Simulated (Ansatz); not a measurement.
(ClBe-mu-OH)2 (Be2Cl2O2H2). Charge 0, multiplicity 1. Geometry r2SCAN-D4/def2-SVP, basis def2-TZVP, Ansatz.

```csv
run,HOMO (eV),LUMO (eV)
A,-11.51,0.90
B,-7.23,-1.37
C,-8.66,-0.68
D,-7.05,-1.38
E,-7.59,-0.73
F,-7.64,-1.20
```

LC-ωPBE has ω = 0.4 bohr⁻¹.

The runs used B97M-V, BLYP, LC-ωPBE, PBE, PBE0, r2SCAN. Estimate which is which.

A LC-ωPBE (range-separated); B PBE (0 % exact exchange); C PBE0 (25 % exact exchange); D BLYP (0 % exact exchange); E r2SCAN (0 % exact exchange); F B97M-V (0 % exact exchange). Exact exchange lowers occupied and raises empty levels; among semilocal functionals meta-GGAs tend to open the gap a little, and such runs are hard to tell apart. The gap grows from 5.66 eV (BLYP) to 12.40 eV (LC-ωPBE).
